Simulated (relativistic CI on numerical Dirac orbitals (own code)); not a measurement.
Ni²⁺: sensitivity of the levels to the model

Base calculation: Dirac-Coulomb-Breit CI, separate exchange-only KLI orbitals for each configuration, QED by a radiative potential, valence Slater integrals scaled by 0.85, P86 correlation energy added to each configuration.

CI space (outside the closed core [Ne] 3s2): 3p6.3d8, 3p6.3d7.4s, 3p6.3d7.4p, 3p6.3d6.4s2, 3p6.3d7.5s, 3p6.3d7.4d, 3p6.3d7.5p, 3p6.3d6.4s.4p, 3p6.3d7.4f, 3p6.3d7.5d, 3p6.3d7.5f, 3p6.3d7.5g, 3p6.3d6.4p2, 3p6.3d6.4s.5s, 3p5.3d9. Levels of other configurations are missing.

The lowest level and the first level of each name with at least 55 % of one term (blank where a level has no safe partner in the second run):

```tsv
Level	Base (cm⁻¹)	Shift (cm⁻¹)
3p6.3d8 3F_4	0.0	0.0
3p6.3d8 3F_3	1295.2	+11.0
3p6.3d8 3F_2	2170.4	+17.5
3p6.3d8 1D_2	14737.3	-154.3
3p6.3d8 3P_2	17306.8	+406.5
3p6.3d8 3P_1	17627.1	+491.7
3p6.3d8 3P_0	17876.3	+493.4
3p6.3d8 1G_4	22578.5	-4.4
3p6.3d7.4s 5F_5	49921.9	-533.2
3p6.3d7.4s 5F_4	50853.0	-531.6
3p6.3d7.4s 5F_3	51583.2	-532.1
3p6.3d7.4s 5F_2	52116.3	-532.8
3p6.3d7.4s 5F_1	52464.3	-533.3
3p6.3d8 1S_0	53878.2	+579.6
```

For a near-neutral ion this model can misplace configurations by up to about 10,000 cm⁻¹ (more where the count of f electrons changes) and terms by 10 to 25 % of their spread. Rates follow the energies as ν³ (E1, M1) or ν⁵ (E2), so they and the lifetimes can be off by large factors. The fine structure of a lone outer electron comes out too small, for d and f at times inverted, and misplaced configurations move strength between like terms. 61 of the 61 excited levels that our extract of the measured tables holds in this range could be paired (the sources list more); they are missed by 3664 cm⁻¹ on average and 5494 at most, and levels without a partner can miss by more.

Question: One thing was changed in a second run, which moved the levels as shown. Which?
A. QED terms removed
B. configuration mixing switched off
C. Breit term removed
D. no correlation estimate
E. self-excluded LDA correlation estimate

Answer: B. Configuration mixing switched off. Without mixing, levels that were pushed by configurations of the same parity and J return to their single-configuration places.
